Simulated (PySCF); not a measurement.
Simulation results for AlBH$_{4}$N$_{2}$, Al$_{2}$BH$_{4}$N, CH$_{3}$Al$_{2}$N

Calculation on a computer-drawn molecule: the log of a Hartree-Fock and frozen-core CCSD(T) single point meant for a local Hartree-Fock minimum, with one planted fault or none, to be diagnosed. Offsets are logged minus clean, where the clean run is the same molecule without the fault. The reference is restricted for singlets and unrestricted otherwise, and also for a bond in bohr or an excited solution. Adding or removing an electron swaps singlet and doublet. The excited solution moves the top pair (singlet) or top alpha electron (doublet) to the lowest empty orbital. Highest occupied and lowest empty are orbital energies over both spins, largest force is the largest gradient component, triples share is (T) over the correlation energy, the T1 limit is 0.02 restricted and 0.045 unrestricted, electrons count all cores, a negative frequency is imaginary (commonest isotopes), and the dipole is about the centre of nuclear charge. Program: PySCF 2.14.0.

Common to all runs: meant charge 0; meant multiplicity 1; meant basis cc-pV(D+d)Z; logged SCF converged yes; possible faults no fault, one electron removed, one electron added, multiplicity raised by two, geometry at a saddle point, SCF held on an excited solution, minimal basis STO-3G, one bond length entered in bohr, all coordinates scaled.

(1) AlBH$_{4}$N$_{2}$

Logged structure:
```xyz
8
AlBH4N2
N      0.4856     2.7092    -1.7603
Al     0.7766     1.1520    -1.5294
B      1.1332    -0.9501    -1.2743
N      0.6443    -1.8864    -2.1691
H      0.3181     3.6777    -1.8830
H      1.7713    -1.3453    -0.3375
H      0.8080    -2.8671    -2.0545
H      0.1034    -1.6712    -2.9805
```

| Property | Result |
| --- | --- |
| logged electrons | 35 |
| logged basis functions | 85 |
| logged spin squared | 0.7592 |
| logged highest occupied | -16.386 eV |
| logged lowest empty | -5.2442 eV |
| logged largest force | 0.08419 hartree/bohr |
| logged T1 diagnostic | 0.017981 |
| logged D1 diagnostic | 0.059402 |
| logged triples share | 0.027581 |
| logged CC converged | yes |
| logged dipole magnitude | 1.5296 debye |
| logged SCF stable within its kind | yes |
| logged energy HF | -377.5966 hartree |
| logged energy CCSD(T) | -378.0758 hartree |
| planted fault | one electron removed |
| HF energy offset from clean run | 141.4 kcal/mol |
| CCSD(T) energy offset from clean run | 179.6 kcal/mol |

Drawn bonds:
| atom | other atom | order |
| --- | --- | --- |
| 1 | 2 | 2 |
| 2 | 3 | 1 |
| 3 | 4 | 1 |
| 1 | 5 | 1 |
| 3 | 6 | 1 |
| 4 | 7 | 1 |
| 4 | 8 | 1 |

(2) Al$_{2}$BH$_{4}$N

Logged structure:
```xyz
8
Al2BH4N
N     -0.9884     3.2581     4.1439
Al    -0.6735     1.8426     3.4684
B     -0.4417    -0.0634     2.5333
Al    -2.0355    -1.2354     1.7116
H     -1.1382     4.1398     4.5700
H      0.6919    -0.4648     2.4910
H     -2.4543    -1.0436     0.1976
H     -2.7992    -2.2762     2.6270
```

| Property | Result |
| --- | --- |
| logged electrons | 42 |
| logged basis functions | 94 |
| logged spin squared | 2.0199 |
| logged highest occupied | -6.4411 eV |
| logged lowest empty | -0.21989 eV |
| logged largest force | 0.12582 hartree/bohr |
| logged T1 diagnostic | 0.015835 |
| logged D1 diagnostic | 0.046462 |
| logged triples share | 0.028888 |
| logged CC converged | yes |
| logged dipole magnitude | 5.6211 debye |
| logged SCF stable within its kind | yes |
| logged energy HF | -565.17337 hartree |
| logged energy CCSD(T) | -565.56588 hartree |
| planted fault | multiplicity raised by two |
| HF energy offset from clean run | 16.7 kcal/mol |
| CCSD(T) energy offset from clean run | 42.95 kcal/mol |

Drawn bonds:
| atom | other atom | order |
| --- | --- | --- |
| 1 | 2 | 2 |
| 2 | 3 | 1 |
| 3 | 4 | 1 |
| 1 | 5 | 1 |
| 3 | 6 | 1 |
| 4 | 7 | 1 |
| 4 | 8 | 1 |

(3) Al$_{2}$BH$_{4}$N

Logged structure:
```xyz
8
Al2BH4N
N     -0.9884     3.2581     4.1439
Al    -0.6735     1.8426     3.4684
B     -0.4417    -0.0634     2.5333
Al    -2.0355    -1.2354     1.7116
H     -1.1382     4.1398     4.5700
H      0.6919    -0.4648     2.4910
H     -2.4543    -1.0436     0.1976
H     -3.4787    -3.2023     3.4414
```

| Property | Result |
| --- | --- |
| logged electrons | 42 |
| logged basis functions | 94 |
| logged spin squared | 0.9006 |
| logged highest occupied | -8.3992 eV |
| logged lowest empty | -0.078374 eV |
| logged largest force | 0.0062259 hartree/bohr |
| logged T1 diagnostic | 0.054195 |
| logged D1 diagnostic | 0.1993 |
| logged triples share | 0.044181 |
| logged CC converged | yes |
| logged dipole magnitude | 3.8162 debye |
| logged SCF stable within its kind | yes |
| logged energy HF | -565.10548 hartree |
| logged energy CCSD(T) | -565.5291 hartree |
| planted fault | one bond length entered in bohr, row 7 of the drawn bonds |
| HF energy offset from clean run | 59.3 kcal/mol |
| CCSD(T) energy offset from clean run | 66.02 kcal/mol |

Drawn bonds:
| atom | other atom | order |
| --- | --- | --- |
| 1 | 2 | 2 |
| 2 | 3 | 1 |
| 3 | 4 | 1 |
| 1 | 5 | 1 |
| 3 | 6 | 1 |
| 4 | 7 | 1 |
| 4 | 8 | 1 |

Notes: T1 above single-reference limit.

(4) Al$_{2}$BH$_{4}$N

Structure as in entry 2.

| Item | Value |
| --- | --- |
| logged electrons | 42 |
| logged basis functions | 94 |
| logged spin squared | 0 |
| logged highest occupied | -4.317 eV |
| logged lowest empty | -5.3523 eV |
| logged largest force | 0.24997 hartree/bohr |
| logged CC converged | no |
| logged dipole magnitude | 11.804 debye |
| logged SCF stable within its kind | no |
| logged energy HF | -564.83093 hartree |
| planted fault | SCF held on an excited solution |
| HF energy offset from clean run | 231.6 kcal/mol |

Drawn bonds:
| atom | other atom | order |
| --- | --- | --- |
| 1 | 2 | 2 |
| 2 | 3 | 1 |
| 3 | 4 | 1 |
| 1 | 5 | 1 |
| 3 | 6 | 1 |
| 4 | 7 | 1 |
| 4 | 8 | 1 |

Notes: CCSD not converged.

(5) CH$_{3}$Al$_{2}$N

Logged structure:
```xyz
7
CH3Al2N
N     -2.9324    -0.3197    -1.9085
Al    -1.6883    -0.8255    -1.0448
C     -0.1896    -1.2780     0.0810
Al     0.4858     0.0322     1.4512
H     -3.7036    -0.0638    -2.4741
H     -0.4544    -2.2067     0.6130
H      0.6529    -1.5227    -0.5868
```

| Property | Result |
| --- | --- |
| logged electrons | 42 |
| logged basis functions | 31 |
| logged spin squared | 0 |
| logged highest occupied | -3.6795 eV |
| logged lowest empty | 9.1454 eV |
| logged largest force | 0.092028 hartree/bohr |
| logged T1 diagnostic | 0.029315 |
| logged D1 diagnostic | 0.085122 |
| logged triples share | 0.054478 |
| logged CC converged | yes |
| logged dipole magnitude | 4.4103 debye |
| logged SCF stable within its kind | yes |
| logged energy HF | -570.76297 hartree |
| logged energy CCSD(T) | -570.9952 hartree |
| planted fault | minimal basis STO-3G |
| HF energy offset from clean run | 4442 kcal/mol |
| CCSD(T) energy offset from clean run | 4594 kcal/mol |

Drawn bonds:
| atom | other atom | order |
| --- | --- | --- |
| 1 | 2 | 2 |
| 2 | 3 | 1 |
| 3 | 4 | 1 |
| 1 | 5 | 1 |
| 3 | 6 | 1 |
| 3 | 7 | 1 |

Notes: T1 above single-reference limit.
